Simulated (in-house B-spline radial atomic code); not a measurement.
## Ionising V3+ with different functionals

Computed with a B-spline radial code for spherical atoms: non-relativistic Hamiltonian, point nucleus, spin-polarised at highest spin, spherical fractional occupations for the functionals, and exact exchange of hybrids averaged over the configuration. The ionisation energy is the difference of two self-consistent energies, [Ar] 3d2 → [Ar] 3d1, without Breit or QED terms; ε is the level of the shell that loses the electron (its least bound occupied spin orbital).

```tsv
method	rung	ΔSCF (eV)	-ε(3d) (eV)
PBE0	global hybrid	46.78	40.48
B3LYP	global hybrid	46.91	40.09
TPSSh	global hybrid	46.66	38.88
M06-2X	global hybrid	46.52	43.11
BHandHLYP	global hybrid	46.63	42.83
r2SCAN0	global hybrid	46.62	40.42
B97-1	global hybrid	46.66	39.93
HSE06	range-separated hybrid	46.76	40.04
wB97X	range-separated hybrid	46.46	42.76
CAM-B3LYP	range-separated hybrid	46.90	42.07
LC-wPBE	range-separated hybrid	46.90	43.35
```

(1) Among the functionals, which spreads more, the ΔSCF values or the orbital energies?

(2) How do they compare with the NIST value?

Results:

(1) The orbital energies: ΔSCF values span about 0.45 eV and the orbital energies 4.47 eV; here energy differences depend much less on the functional than eigenvalues do.

(2) NIST lists 46.71 eV ± 0.005 (measured, ground level to ground level). Errors run from -0.25 to +0.20 eV; TPSSh is closest (-0.05 eV), though others lie within the uncertainty of it, and part of that can be cancellation, since the calculations leave out relativity, Breit-QED terms, multiplet and fine-structure energies.
